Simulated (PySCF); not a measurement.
# Computed properties of B(Me)2(Et) (C₄H₁₁B), SMILES CCB(C)C

B(Me)2(Et) (C4H11B), SMILES CCB(C)C. Geometry: B3LYP-D3(BJ)/def2-SVP. The values are those of a single conformer. All values are computed for the isolated molecule unless a solvent is named; none is compared with measurement here.

**Structure.** All 42 harmonic modes at B3LYP-D3(BJ)/def2-SVP (PySCF) are real, so it is a minimum. With heavy atoms numbered as in [B:1]([CH3:2])([CH3:6])[CH2:10][CH3:11], the shortest bond between them is C10–C11 at 1.530 Å and the longest B1–C10 at 1.580 Å.

**Vibrations.** The strongest infrared lines (harmonic, unscaled, degenerate partners summed) lie at 1321 cm⁻¹ (103 km/mol, H 58 %, C 29 %, B 12 %), 1335 cm⁻¹ (84 km/mol, H 50 %, C 35 %, B 14 %), 1135 cm⁻¹ (57 km/mol, H 46 %, B 35 %, C 19 %). The softest mode is at 38 cm⁻¹ and the zero-point energy is 88.4 kcal/mol.

**Electronic structure.** CAM-B3LYP/def2-TZVP (PySCF) places the frontier levels at -9.54 and 1.00 eV, a gap of 10.54 eV, and gives a dipole moment of 0.05 D and a mean polarisability of 63.3 bohr³. PBE/def2-TZVP (PySCF) at the same geometry gives -6.75 and -1.17 eV, so its gap is 4.96 eV narrower. An orbital gap is neither the optical nor the fundamental gap.

**Excitations.** TDA-ωB97X/def2-SVPD (PySCF) has S1 at 6.53 eV (190 nm, f = 0.000, dark); the most intense of the 10 singlets computed lies at 9.06 eV (f = 0.09). T1 (TDA) is at 6.02 eV, 0.51 eV under S1. TDA-PBE/def2-SVPD (PySCF) puts S1 at 5.74 eV. No vertical singlet excitation falls in the visible range (under 3.1 eV).

**NMR.** GIAO shifts at PBE0/pcSseg-1 (PySCF) (non-relativistic, atoms alike by connectivity averaged): ¹³C from 13.2 to 28.9 ppm against TMS; ¹H from 1.2 to 1.6 ppm against TMS; ¹¹B at 77.5 ppm against BF3.
